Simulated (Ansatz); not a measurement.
A structure relaxed at PBE-D4/def2-SVP in Ansatz, charge 1, doublet:

Cartesian coordinates in Å:
```
Hg 0.906 -3.207 1.980
Hg -1.020 0.879 -0.929
Hg -2.828 2.503 -2.603
S 2.279 0.416 0.946
S 0.662 -0.591 0.606
```

(1) Give its formula and point group.

(2) Summarise the bond lengths by kind (pairs closer than 1.2 times the sum of covalent radii, bridged metal pairs left out).

Answers

(1) Hg3S2⁺. Point group Cs (tolerance 0.1 Å).

(2) 1 × Hg–Hg 2.95 Å; 1 × S–S 1.93 Å; 1 × Hg–S 2.71 Å.

In the def2 sets Hg takes a core potential; there is no spin–orbit coupling. Another isomer (doublet) lies 0.08 eV lower at PBE-D4/def2-SVP; other spin states weren't run for this one.
